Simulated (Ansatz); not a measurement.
The same ligand exchange along the group F, Cl, Br, I.

Program: Ansatz. Geometries: PBE0-D4/def2-TZVP. ΔE: electronic, gas phase. CCSD(T)/CBS adds triple-zeta CCSD(T) − MP2 to the extrapolated MP2 energy (def2 sets, frozen cores). This one scheme is used for every species. Double bonds are as drawn, so ΔE can hold a change between cis and trans. Functionals use def2-TZVPP. B3LYP here is the variant with VWN-RPA as its local correlation; programs differ in this. def2 core potentials past Kr. For Br, I outer-core shells are correlated without core-valence functions, which leaves a few kJ/mol of doubt a bond. Scalar relativity is left out up to krypton.

| reaction | CCSD/CBS(def2) (kcal/mol) | ωB97X-V (kcal/mol) | B3LYP-D4 (kcal/mol) | r2SCAN-D4 (kcal/mol) | CCSD(T)/CBS(def2) (kcal/mol) |
| --- | --- | --- | --- | --- | --- |
| `F/C=C/[SiH3]` + PH₃ → `[SiH3]P` + `C=CF` | -2.8 | -2.7 | -2.8 | -3.3 | -2.9 |
| `[SiH3]/C=C/Cl` + PH₃ → `[SiH3]P` + `C=CCl` | -3.4 | -3.4 | -3.1 | -3.8 | -3.4 |
| `[SiH3]/C=C/Br` + PH₃ → `[SiH3]P` + `C=CBr` | -3.4 | -3.5 | -3.1 | -3.8 | -3.3 |
| `[SiH3]/C=C/I` + PH₃ → `[SiH3]P` + `C=CI` | -3.4 | -3.7 | -3.1 | -3.9 | -3.3 |

Largest T1 diagnostic: 0.013, for `[SiH3]P`.
